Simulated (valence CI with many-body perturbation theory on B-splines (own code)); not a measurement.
# Missing levels of Ca V

Calculated by configuration interaction combined with many-body perturbation theory (CI+MBPT): six valence electrons over a frozen Dirac-Fock core [Ne], a basis of 9 s, 9 p, 8 d, 6 f, 3 g, 1 h functions for each j, with the one-electron correlation potential Σ1 (screened to all orders), the two-electron term Σ2, the three-electron term Σ3, Breit, model QED; selected single and double excitations, second order for the rest, scaled by the run's own slope (own B-spline code, finite nucleus).

Set against measurement, 7 paired levels are off by 138 cm⁻¹ on average, the worst by 311. These come from a selection out of Sugar and Corliss, J. Phys. Chem. Ref. Data 8, 865 (1979). Levels without a partner in it may be off by more. Among the levels kept, up to 1100 cm⁻¹ of a level comes from second order outside the variational space, and about a tenth of that is noise between levels of different J, which matters for small intervals.

| Level | E (eV) |
| --- | --- |
| 3s²3p⁴ ³P_2 | 0.000 |
| 3s²3p⁴ ³P_1 | 0.298 |
| 3s²3p⁴ ³P_0 | 0.409 |
| 3s²3p⁴ ¹D_2 | 2.352 |
| 3s²3p⁴ ¹S_0 | 5.474 |
| 3s3p⁵ ³P°_2 | 19.153 |
| 3s3p⁵ ³P°_1 | 19.413 |
| 3s3p⁵ ³P°_0 | 19.554 |
| 3s3p⁵ ¹P°_1 | 24.525 |
| 3s²3p³3d ⁵D°_0 | ? |
| 3s²3p³3d ⁵D°_1 | 25.774 |
| 3s²3p³3d ⁵D°_2 | ? |
| 3s²3p³3d ⁵D°_3 | ? |
| 3s²3p³3d ⁵D°_4 | ? |
| 3s²3p³3d ³D°_2 [a] | 27.776 |
| 3s²3p³3d ³D°_3 [a] | ? |
| 3s²3p³3d ³D°_1 [a] | 27.818 |
| 3s²3p³3d ¹S°_0 | 28.480 |
| 3s²3p³3d ³F°_2 [a] | 28.565 |
| 3s²3p³3d ³F°_3 [a] | ? |

Names give the largest LS component (configuration and term), which can be under half, so a name can repeat, a term be missing and a line seem to break the LS rules; names also repeat where a configuration has a term twice. Letters in brackets count levels of one name in rising energy.

The levels stand in rising order. What does the calculation give for the missing energies?

3s²3p³3d ⁵D°_0 25.771; 3s²3p³3d ⁵D°_2 25.777; 3s²3p³3d ⁵D°_3 25.784; 3s²3p³3d ⁵D°_4 25.793; 3s²3p³3d ³D°_3 [a] 27.780; 3s²3p³3d ³F°_3 [a] 28.656.
